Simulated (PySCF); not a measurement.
Structure revision by computed shifts

A compound C6H4O2 gives the data below (simulated from a calculation) and was assigned the structure `O=C=Cc1ccco1`.

13C{1H} NMR (computed): δ 172.6 (C), 78.3 (C), 74.1 (C), 72.6 (CH), 72.5 (C), 26.5 (CH2).

1H NMR (500 MHz, computed): δ 6.18 (br s, 1H), 3.45 (d, J = 2.2 Hz, 2H), 1.24 (t, J = 2.2 Hz, 1H).

[PySCF 2.14: NMR shieldings at PBE0/pcSseg-1/GIAO; B3LYP/pcJ-1 coupling constants (without the spin–dipole term); geometry: GFN2-xTB; no solvent; equivalent nuclei averaged; non-relativistic; single conformer]

Scale: 1H (σref 31.72) and 13C (σref 186.93) vs TMS (reference shieldings calculated alike).

**Question.** Compare with the shifts computed for the proposed structure, pairing carbons in order of shift.

**Answer.** Atoms are numbered as in `[O:1]=[C:2]=[CH:3][c:4]1[cH:5][cH:6][cH:7][o:8]1`. Each H is labelled by its parent atom.

| atom | computed for proposal | given list | difference |
| --- | --- | --- | --- |
| C2 | 215.5 | 172.6 | +42.9 |
| C7 | 145.3 | 78.3 | +67.0 |
| C4 | 144.9 | 74.1 | +70.8 |
| C6 | 118.9 | 72.6 | +46.3 |
| C5 | 111.5 | 72.5 | +39.0 |
| C3 | 25.8 | 26.5 | -0.7 |

The rms difference is 50.0 ppm and the largest +70.8 ppm at C4 (substituted aromatic carbon next to the ring oxygen). The carbon types in order of shift don't match either: C, CH, C, CH, CH, CH for the proposal against C, C, C, CH, C, CH2 in the data. The proposal doesn't fit.

**Question.** Which isomer fits?

**Answer.** `C(#CC#C)CC(=O)O`.

1. Carbon types of the structure: 4 × C, 1 × CH, 1 × CH2, leaving 1 H on heteroatoms.
2. δC 172.6: carboxylic acid carbon; it is a carbonyl in resonance with an O or N lone pair, the region of acids, esters and amides.
3. δC 78.3, 74.1, 72.5: alkyne carbon; sp carbons lie upfield of alkene carbons because the cylindrical π system leaves one tensor component strongly shielded.
4. δC 72.6: terminal alkyne carbon; sp carbons lie upfield of alkene carbons because the cylindrical π system leaves one tensor component strongly shielded.
5. δH 6.18: hydrogen on an acid hydroxyl oxygen; labile proton, position sensitive to the medium.

Other isomers checked: c1cc2occc2o1 (rms 64.2 ppm); C#CC(=O)C(=C)C=O (rms 65.5 ppm).

The data come from this structure; uniqueness wasn't tested.

The OH or NH signal is concentration- and solvent-dependent in practice; the value given is the gas-phase one. Splittings below 1 Hz are ignored in the labels, and close J values are merged. Shifts are as computed. Against solution values, carbons near 30 ppm lie about +3 ppm off and those near 130 ppm about +5 ppm. Of 1211 compounds with measured shifts, 218 miss one by over three times the rms of a fit or turn the order of signals round; such compounds aren't used in these exercises. The C=O carbon of an acid or of an amide with N–H lies up to 10 ppm further downfield in solution, through hydrogen bonding that the calculation lacks.
